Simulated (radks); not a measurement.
Problem. The table gives one normalised radial function P(r) = r R(r) (large component) of Tm27+ in [Kr] 4d6 (r in bohr). Method: Dirac Kohn-Sham, relativistic LDA (MacDonald-Vosko exchange, VWN5 correlation), spin-unpolarised, spherical densities, finite nucleus; open shells fill j = l - 1/2 first; Fermi nuclear charge, rms radius 5.2256 fm; computed with a radial shooting solver on a logarithmic mesh with Libxc functionals.

r           P
0.0009274  0.0000
0.001054   0.0000
0.001188   0.0000
0.00134    0.0000
0.001511   0.0001
0.001717   0.0001
0.001936   0.0001
0.002183   0.0002
0.002461   0.0002
0.002797   0.0003
0.003154   0.0005
0.003556   0.0007
0.004009   0.0009
0.004557   0.0013
0.005138   0.0019
0.005793   0.0027
0.006531   0.0037
0.007423   0.0053
0.00837    0.0074
0.009437   0.0104
0.01064    0.0144
0.012      0.0199
0.01363    0.0280
0.01537    0.0385
0.01733    0.0526
0.01954    0.0715
0.02221    0.0985
0.02504    0.1322
0.02824    0.1761
0.03184    0.2327
0.03618    0.3100
0.0408     0.4014
0.046      0.5139
0.05186    0.6496
0.05895    0.8213
0.06646    1.0067
0.07494    1.2127
0.08449    1.4330
0.09603    1.6724
0.1083     1.8866
0.1221     2.0733
0.1376     2.2140
0.1552     2.2905
0.1764     2.2854
0.1989     2.1917
0.2242     2.0143
0.2528     1.7661
0.2873     1.4491
0.324      1.1337
0.3653     0.8315
0.4118     0.5675
0.4681     0.3457
0.5278     0.1980
0.595      0.1025
0.6709     0.0475
0.7625     0.0181
0.8597     0.0064
0.9694     0.0019
1.093      0.0005
1.242      0.0001
1.401      0.0000
1.579      0.0000

Which n and l does it have? It may be an empty orbital.

Solution. n = 3, l = 2: the number of nodes gives n - l - 1 = 0, the rise at small r points to l (this Dirac orbital starts outside the nucleus as r^gamma with gamma = sqrt((l + 1)^2 - (Z/c)^2) = 2.96; the j = 5/2 orbital of l + 1 starts with the same power, but with a smaller coefficient, and then steepens), and the extent must fit the shell. The curve is that of 3d5/2; the two j differ most near the nucleus, where j = l - 1/2 has the larger amplitude, and in heavy atoms j = l - 1/2 is also the more compact. 3d5/2: eigenvalue -2357.2 eV, 0 radial nodes, <r> = 0.200 bohr, 90 % of the charge inside 0.310 bohr.
